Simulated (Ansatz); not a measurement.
Reactions of `C=C[SiH](O)[SiH2]O`.

Program: Ansatz. Geometries: PBE0-D4/def2-TZVP. ΔE: electronic, gas phase. CCSD(T)/CBS adds triple-zeta CCSD(T) − MP2 to the extrapolated MP2 energy (def2 sets, frozen cores). This one scheme is used for every species, atoms too. Functionals use def2-TZVPP. No spin–orbit coupling; open shells (•) take unrestricted orbitals. Spin–orbit coupling would lower the free atoms: a little for C, O, Si. Each species was taken in one conformer, which may not be the lowest.

```
                                                                reaction  B2PLYP (kJ/mol)  ωB97M-V (kJ/mol)  CCSD/CBS(def2) (kJ/mol)  PBE-D4 (kJ/mol)
                       `C=C[SiH](O)[SiH2]O` → 2 C• + 8 H• + 2 O• + 2 Si•             5195              5267                     5200             5316
                    `C=C[SiH](O)[SiH2]O` + H₂ → `C=C[SiH2][SiH2]O` + H₂O               62                64                       58               58
                 `C=C[SiH](O)[SiH2]O` + H₂S → `O[SiH2][SiH](O)S` + `C=C`              -73               -72                      -70              -75
   `C=C[SiH](O)[SiH2]O` + `O[SiH2]S` → `C=C[SiH](O)S[SiH2]O` + `O[SiH3]`              -96              -103                      -97              -88
`C=C[SiH](O)[SiH2]O` + `O[SiH](O)O` → `O[SiH2]O[SiH](O)O` + `C=C[SiH2]O`             -152              -152                     -152             -121
```

Problem. Give the CCSD(T)/CBS values in the same order. (An estimate is asked.)

Solution. The calculation gave: 5274, 61, -71, -100, -149 kJ/mol.

Largest T1 diagnostic: 0.012, for `O[SiH2][SiH](O)S`.
